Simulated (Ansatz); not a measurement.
Basis-set extrapolation for `ClC1=N[SiH2]1` (PBE0-D4/def2-TZVP geometry, frozen core, Ansatz 0.2.0). Multiplicity 1, RHF reference.

```csv
,def2-TZVPP,def2-QZVPP
HF,-841.911083,-841.937124
MP2 correlation,-0.654242,-0.705645
CCSD(T) correlation,-0.718244,not run
```

Energies in hartree. Use E(X) = E(∞) + A·exp(−7.88·√X) for Hartree–Fock and E(X) = E(∞) + B·X^(−2.97) for correlation, with X = 3 and 4, and add CCSD(T) minus MP2 of the smaller set to the MP2 limit.

**Question.** What is the CCSD(T) energy at the basis-set limit?

**Answer.** HF limit: -841.937124 + (-0.026041) × 0.13774 = -841.94071. MP2 limit: -0.705645 + (-0.051403) × 0.74074 = -0.74372. Higher-order term: -0.718244 − (-0.654242) = -0.06400. Total: -842.74843 hartree, 74.7 kcal/mol below CCSD(T)/def2-TZVPP.
